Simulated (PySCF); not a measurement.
Delta-SCF ions had no search for a lower state. Excitations are Tamm–Dancoff values on a coarser integration grid. The basis has no diffuse functions, so Rydberg states are missing or too high.

**H$_{5}$BOSi, SMILES `BO[SiH3]` (charge 0, multiplicity 1)**

Calculation: PySCF 2.14.0 with M06-2X/def2-TZVP.

* **HOMO**: -9.90 eV
* **dipole moment**: 0.96 D
* **HOMO–LUMO gap**: 10.18 eV
* **LUMO**: 0.28 eV
* **S1 excitation (TDA)**: 5.94 eV
* **S1 oscillator strength**: 0.000
* **T1 excitation (TDA)**: 5.51 eV
* **S1–T1 gap (TDA)**: 0.43 eV
* **vertical ionisation energy (Delta-SCF)**: 11.18 eV
* **total energy**: -392.6195 Ha
* **cost**: about 6 core-minutes (a rough figure)

Bonds (Å): B1–O2 1.349, B1–H4 1.197, B1–H5 1.192, O2–Si3 1.655, Si3–H6 1.476, Si3–H7 1.473, Si3–H8 1.473. Angles (°): O2–B1–H4 119.7, O2–B1–H5 118.3, H4–B1–H5 122.0, B1–O2–Si3 132.4, O2–Si3–H6 109.6, O2–Si3–H7 108.2, O2–Si3–H8 108.2, H6–Si3–H7 110.4, H6–Si3–H8 110.4, H7–Si3–H8 110.0.
Charge 0, spin multiplicity 1.
